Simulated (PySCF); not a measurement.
Species: C3H7O2, net charge 1, singlet state. It need not be the lowest isomer of its formula. 
Coordinates optimised at B3LYP-D3(BJ)/def2-TZVP (Ansatz):
```
C
O 1 1.2623
O 1 1.2933 2 117.73
H 3 0.9725 1 113.77 2 -180.00
C 1 1.4779 2 119.20 3 180.00
H 5 1.0859 1 110.38 2 0.00
H 5 1.0936 6 109.87 1 120.72
H 5 1.0936 6 109.87 7 118.56
C 2 1.4803 1 121.62 3 0.00
H 9 1.0828 2 103.88 1 -180.00
H 9 1.0863 10 111.95 2 116.86
H 9 1.0863 10 111.95 11 126.27
```
Charge +1, spin multiplicity 1.

Dispersion corrections to the total energy (kcal/mol) from the dftd3 and dftd4 libraries through PySCF: D3(BJ) without and D4 with the three-body term, each with the damping fitted for the functional named.

```json
[
 {"functional": "B3LYP", "D3(BJ)": "-7.50", "D4": "(withheld)"},
 {"functional": "TPSSh", "D3(BJ)": "-5.04", "D4": "-4.57"},
 {"functional": "BHLYP", "D3(BJ)": "(withheld)", "D4": "-3.96"},
 {"functional": "HSE06", "D3(BJ)": "-2.71", "D4": "-2.83"},
 {"functional": "HF", "D3(BJ)": "-37.03", "D4": "-14.67"},
 {"functional": "PBE", "D3(BJ)": "-4.53", "D4": "(withheld)"},
 {"functional": "r2SCAN", "D3(BJ)": "-1.26", "D4": "-0.95"}
]
```

Question: Fill in the missing entries.

Answer: 
- B3LYP, D4: -5.90
- BHLYP, D3(BJ): -5.63
- PBE, D4: -3.71
